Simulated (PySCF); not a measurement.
SMILES N[SiH2][SiH2][SiH](F)F (H₇F₂NSi₃) at its CAM-B3LYP/def2-SVP optimised geometry (Å):

```
13

Si     0.6258     1.7924    -1.6343
F      2.0610     2.2178    -1.0227
F      0.9300     0.7220    -2.8119
Si    -0.6107     0.6736     0.0000
Si     0.0745    -1.5716     0.0000
N     -0.6917    -2.3970     1.3142
H      0.0402     2.9956    -2.2715
H     -0.3643     1.3305     1.3166
H     -2.0610     0.8017    -0.3236
H      1.5713    -1.5716     0.0000
H     -0.3632    -2.2178    -1.2670
H     -0.7101    -3.4115     1.3342
H     -0.6506    -2.0182     2.2541
```

Level of theory: CAM-B3LYP/def2-TZVP (PySCF 2.14.0). Cells within 0.4 Å of a nucleus heavier than hydrogen are left out (blank, or x).

Map of the deformation density (molecule minus spherical neutral atoms) (e/bohr³) on the plane z = 1.0 Å:

```
|11111111111111111111111111111|
|11111111111111111111111111111|
|11111111111111111111111111111|
|11111111111111111111111111111|
|11111111111111111111111111111|
|11111111111111111111111111111|
|11111111111111111111111111111|
|11111111111111111111111111111|
|11111111111122111111111111111|
|11111111111244211111111111111|
|11111111111368421111111111111|
|11111111111356411111111111111|
|11111111111133211111111111111|
|11111111110011111111111111111|
|11111111110011111111111111111|
|11111111111111111111111111111|
|11111111111111111111111111111|
|11111111111110000111111111111|
|11111111111110000111111111111|
|11111111112222100111111111111|
|11111111123566421111111111111|
|111111111249x8521111111111111|
|111111111235x4321111111111111|
|11111111112342211111111111111|
|11111111111342111111111111111|
|11111111110010111111111111111|
|11111111110000111111111111111|
|11111111111000111111111111111|
|11111111111111111111111111111|
```
Scale: ten equal steps from -0.016 (start of '0') to 0.083 (end of '9'), in the order '0123456789'; x runs from -4.50 to 4.50, y from -4.50 (bottom) to 4.50 (top).
